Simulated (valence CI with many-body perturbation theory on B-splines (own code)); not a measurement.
## From CI to CI+MBPT in Rb¹³⁺

Computed by relativistic CI+MBPT: six valence electrons over a frozen Dirac-Fock core [Ar], a basis of 7 s, 7 p, 8 d, 6 f, 4 g, 1 h functions for each j, with the one-electron correlation potential Σ1 (screened to all orders), the two-electron term Σ2, the three-electron term Σ3, Breit, model QED; selected single and double excitations, second order for the rest, scaled by the run's own slope (own B-spline code, finite nucleus).

No measured spectrum was set against this ion. As an estimate, terms of the open shell hold to 2 to 4 % of their energy, and close levels can change places. Core correlation moves these levels by up to 6200 cm⁻¹, and in measured spectra 5 to 20 % of such shifts remained as error; rates that hang on mixing are uncertain with them. Among the levels kept, up to 670 cm⁻¹ of a level comes from second order outside the variational space, and about a tenth of that is noise between levels of different J, which matters for small intervals. Only levels of the ground parity were solved; by the run's estimate the other parity begins above the list, which can be wrong where configurations are misplaced.

Each rung adds one term. CI alone is the Dirac-Coulomb CI over the frozen core; QED comes last and gives the full result, which names the levels. Energies are above 3d⁶ ⁵D_4 on the same rung, in eV.

Names give the largest LS component (configuration and term), which can be under half, so a name can repeat, a term be missing and a line seem to break the LS rules; names also repeat where a configuration has a term twice. Letters in brackets count levels of one name in rising energy.

| Level | CI alone |
| --- | --- |
| 3d⁶ ⁵D_3 | 0.796 |
| 3d⁶ ⁵D_2 | 1.193 |
| 3d⁶ ⁵D_1 | 1.482 |
| 3d⁶ ⁵D_0 | 1.611 |
| 3d⁶ ³P_2 [a] | 6.965 |
| 3d⁶ ³H_4 [a] | 6.786 |
| 3d⁶ ³H_6 | 7.051 |
| 3d⁶ ³H_5 | 7.189 |
| 3d⁶ ³F_3 [a] | 8.033 |
| 3d⁶ ³H_4 [b] | 8.140 |
| 3d⁶ ³F_2 [a] | 8.355 |
| 3d⁶ ³P_1 [a] | 9.182 |
| 3d⁶ ³P_0 [a] | 9.267 |
| 3d⁶ ³G_5 | 9.158 |
| 3d⁶ ³G_4 | 9.704 |
| 3d⁶ ³G_3 | 9.934 |

(1) What do these energies become with core correlation, Breit and QED?

(2) How does the ionisation energy move along the ladder, and which term matters most?

Answers

(1) 3d⁶ ⁵D_3 0.857 (+0.0613); 3d⁶ ⁵D_2 1.260 (+0.0672); 3d⁶ ⁵D_1 1.574 (+0.0915); 3d⁶ ⁵D_0 1.677 (+0.0653); 3d⁶ ³P_2 [a] 6.507 (-0.4579); 3d⁶ ³H_4 [a] 6.541 (-0.2448); 3d⁶ ³H_6 6.765 (-0.2864); 3d⁶ ³H_5 6.951 (-0.2377); 3d⁶ ³F_3 [a] 7.748 (-0.2849); 3d⁶ ³H_4 [b] 7.916 (-0.2236); 3d⁶ ³F_2 [a] 8.022 (-0.3334); 3d⁶ ³P_1 [a] 8.788 (-0.3947); 3d⁶ ³P_0 [a] 8.897 (-0.3700); 3d⁶ ³G_5 8.908 (-0.2508); 3d⁶ ³G_4 9.463 (-0.2414); 3d⁶ ³G_3 9.723 (-0.2106).

(2) CI alone 432.04, + Σ1 434.06, + Σ2 442.92, + Σ3 443.09, + Breit 443.01, + QED 443.03 eV. The largest step is Σ2, 8.86 eV. NIST lists 443 ± 3 eV (theoretical).
